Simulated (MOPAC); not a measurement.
MOPAC input (MNDO):

```
MNDO 1SCF GEO-OK AUX(PRECISION=9) THREADS=1
C3H4O

C    -0.37708342 1    1.08626761 1    0.16283026 1
C    -1.12385045 1   -0.28975267 1    0.04106663 1
C     0.33463378 1   -0.17758331 1   -0.04545889 1
O     1.38188572 1   -0.73333852 1   -0.18772459 1
H    -0.34007347 1    1.55204714 1    1.14085017 1
H    -0.46474761 1    1.77957040 1   -0.66571637 1
H    -1.68856913 1   -0.47548796 1   -0.86526580 1
H    -1.56389500 1   -0.70301121 1    0.94130074 1
```

From the output:

```
                                                       MOPAC v23.2.5 Linux

          FINAL HEAT OF FORMATION =         -2.59080 KCAL/MOL =     -10.83991 KJ/MOL

          COSMO AREA              =         93.37 SQUARE ANGSTROMS
          COSMO VOLUME            =         75.50 CUBIC ANGSTROMS

          IONIZATION POTENTIAL    =         10.270030 EV
          HOMO LUMO ENERGIES (EV) =        -10.270  0.596
          NO. OF FILLED LEVELS    =         11
          MOLECULAR WEIGHT        =         56.0640         POINT GROUP:  C2v

          MOLECULAR DIMENSIONS (Angstroms)

            Atom       Atom       Distance
            H     8    H     6     3.15497
            O     4    H     5     3.11144
            H     7    H     5     2.61451

          SCF CALCULATIONS        =          1

   ATOM   CHEMICAL          X               Y               Z
  NUMBER   SYMBOL      (ANGSTROMS)     (ANGSTROMS)     (ANGSTROMS)

     1       C         -0.37708342  *   1.08626761  *   0.16283026  *
     2       C         -1.12385045  *  -0.28975267  *   0.04106663  *
     3       C          0.33463378  *  -0.17758331  *  -0.04545889  *
     4       O          1.38188572  *  -0.73333852  *  -0.18772459  *
     5       H         -0.34007347  *   1.55204714  *   1.14085017  *
     6       H         -0.46474761  *   1.77957040  *  -0.66571637  *
     7       H         -1.68856913  *  -0.47548796  *  -0.86526580  *
     8       H         -1.56389500  *  -0.70301121  *   0.94130074  *

                             CARTESIAN COORDINATES

   1    C       -0.377083420     1.086267610     0.162830260
   2    C       -1.123850450    -0.289752670     0.041066630
   3    C        0.334633780    -0.177583310    -0.045458890
   4    O        1.381885720    -0.733338520    -0.187724590
   5    H       -0.340073470     1.552047140     1.140850170
   6    H       -0.464747610     1.779570400    -0.665716370
   7    H       -1.688569130    -0.475487960    -0.865265800
   8    H       -1.563895000    -0.703011210     0.941300740

           Empirical Formula: C3 H4 O  =     8 atoms

      MOLECULAR POINT GROUP   :   C2v

                  EIGENVALUES
 -44.65036 -38.12193 -25.02894 -20.61280 -16.96220 -16.87239 -15.64720 -13.81235
 -13.80639 -12.22092 -10.27003   0.59631   2.39922   3.60496   3.72201   3.89048
   4.37899   4.89636   4.90038   7.30530

              NET ATOMIC CHARGES AND DIPOLE CONTRIBUTIONS

  ATOM NO.   TYPE          CHARGE      No. of ELECS.   s-Pop       p-Pop
    1          C          -0.118685        4.1187     1.22407     2.89461
    2          C          -0.118685        4.1187     1.22407     2.89461
    3          C           0.210860        3.7891     1.20444     2.58470
    4          O          -0.213487        6.2135     1.87441     4.33907
    5          H           0.059999        0.9400     0.94000
    6          H           0.059999        0.9400     0.94000
    7          H           0.059999        0.9400     0.94000
    8          H           0.059999        0.9400     0.94000
 DIPOLE           X         Y         Z       TOTAL
 POINT-CHG.    -1.392     0.739     0.189     1.587
 HYBRID        -0.442     0.234     0.060     0.504
 SUM           -1.834     0.973     0.249     2.091

          ATOMIC ORBITAL ELECTRON POPULATIONS

     Atom    s        px        py        pz
    1  C   1.22407   1.05620   0.87819   0.96023
    2  C   1.22407   0.93571   0.99601   0.96290
    3  C   1.20444   0.88534   0.95740   0.74196
    4  O   1.87441   1.33614   1.70854   1.29440
    5  H   0.94000
    6  H   0.94000
    7  H   0.94000
    8  H   0.94000

 **********************
 *                    *
 * JOB ENDED NORMALLY *
 *                    *
 **********************

 == MOPAC DONE ==
```

The geometry given is a B3LYP-D3(BJ)/def2-TZVP minimum.
